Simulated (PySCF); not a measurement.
Ligands exchanged one at a time, In NH2-H. Gas-phase values, no solvent. One relaxed conformer stands for each flexible species; it need not be the lowest. Strings in code marks are SMILES.

The S1 excitation (TDA) from two functionals at the same geometries (CAM-B3LYP-D3(BJ)/def2-TZVP), both in PySCF: PBE-D3(BJ)/def2-TZVP and TPSSh-D3(BJ)/def2-TZVP. Excitations are Tamm–Dancoff values on a coarser integration grid. The basis has no diffuse functions, so Rydberg states are missing or too high.

```
species                                             TPSSh-D3(BJ)/def2-TZVP (eV)
--------------------------------------------------  ---------------------------
0 of 3 NH2 replaced by H (`[NH2][In]([NH2])[NH2]`)                         4.55
1 of 3 NH2 replaced by H                                                   4.77
2 of 3 NH2 replaced by H (`[NH2][InH2]`)                                   5.13
```

What does PBE-D3(BJ)/def2-TZVP give for each?


- 0 of 3 NH2 replaced by H (`[NH2][In]([NH2])[NH2]`): 4.05
- 1 of 3 NH2 replaced by H: 4.31
- 2 of 3 NH2 replaced by H (`[NH2][InH2]`): 4.89
Over these rows, drawn at random from the members with no instability flagged (it was tested for open shells, ions and some series alone), PBE minus TPSSh-D3(BJ): mean -0.40 eV, from -0.50 eV to -0.24 eV.
